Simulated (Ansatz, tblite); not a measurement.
Cost and result up the ladder for `Cc1cc(-c2sc(-c3sc(-c4sc(-c5sc(-c6sc(S)cc6C)cc5C)cc4C)cc3C)cc2C)sc1S` (64 atoms). Total charge 0; singlet. Geometry: PBE-D4/def2-SVP.

```xyz
64

C     6.521    8.379    3.399
C     6.387    6.922    3.732
C     5.422    6.054    3.146
C     5.469    4.732    3.597
C     4.636    3.630    3.179
S     3.481    3.900    1.887
C     2.895    2.248    1.954
C     1.851    1.756    1.094
S     1.309    0.100    1.306
C     0.133    0.232    0.010
C    -0.720   -0.859   -0.380
S    -1.783   -0.636   -1.758
C    -2.449   -2.253   -1.611
C    -3.463   -2.762   -2.496
S    -4.097   -4.371   -2.200
C    -5.181   -4.286   -3.576
C    -6.064   -5.368   -3.940
S    -7.101   -5.170   -5.345
C    -7.844   -6.730   -5.100
S    -9.014   -7.404   -6.232
C    -7.283   -7.374   -4.008
C    -6.272   -6.621   -3.340
C    -5.549   -7.123   -2.123
C    -5.032   -3.051   -4.211
C    -4.078   -2.183   -3.622
C    -3.774   -0.813   -4.157
C    -1.846   -2.908   -0.533
C    -0.876   -2.147    0.167
C    -0.117   -2.674    1.351
C     0.187    1.517   -0.538
C     1.139    2.384    0.055
C     1.346    3.804   -0.388
C     3.591    1.547    2.943
C     4.569    2.302    3.638
C     5.424    1.729    4.732
S     6.744    4.562    4.790
C     7.195    6.245    4.647
S     8.452    6.909    5.692
H     6.771    8.522    2.326
H     5.571    8.922    3.587
H     7.318    8.847    4.007
H     4.690    6.393    2.398
H   -10.004   -6.478   -6.038
H    -7.607   -8.373   -3.686
H    -5.716   -6.468   -1.241
H    -4.450   -7.169   -2.283
H    -5.893   -8.141   -1.856
H    -5.614   -2.775   -5.102
H    -4.003   -0.020   -3.414
H    -2.700   -0.702   -4.420
H    -4.369   -0.606   -5.066
H    -2.106   -3.939   -0.252
H     0.975   -2.716    1.155
H    -0.453   -3.696    1.608
H    -0.255   -2.034    2.248
H    -0.466    1.831   -1.365
H     2.392    3.988   -0.711
H     1.133    4.526    0.429
H     0.680    4.050   -1.238
H     3.394    0.488    3.162
H     6.501    1.741    4.463
H     5.326    2.305    5.677
H     5.140    0.681    4.943
H     9.536    6.605    4.911
```

Ansatz on 4 threads of AMD EPYC 7R13 on a shared host and a share (37 GiB) of an NVIDIA H100 80GB HBM3; xTB runs through tblite on one thread. Times are rough, summed over both states, and most runs start from the orbitals of an earlier one. PBE0-D4/def2-TZVP serves as the yardstick here, not as an exact answer. The other state is a doublet.

The xTB rows come from tblite. Single mean-field runs in def2-TZVP are fitted with def2-universal-jkfit.

Run but left out: HF/def2-TZVP (singlet: restricted singlet, unstable in another Hartree–Fock run and untested here).

Raw xTB energies of ions are shifted by several eV.

```
            level  functions  vertical IE (eV)  difference from PBE0-D4/def2-TZVP (eV)
         GFN2-xTB        218             10.80                                    4.92
 PBE-D4/def2-TZVP       1382              5.64                                   -0.24
PBE0-D4/def2-TZVP       1382              5.87                                    0.00
         GFN1-xTB        244             11.33                                    5.45
```

Estimate how long each takes.

GFN2-xTB 0.75 s; GFN1-xTB 0.79 s; PBE-D4/def2-TZVP 28 s; PBE0-D4/def2-TZVP 48 s. On shared hardware such times vary by a factor of up to 3.
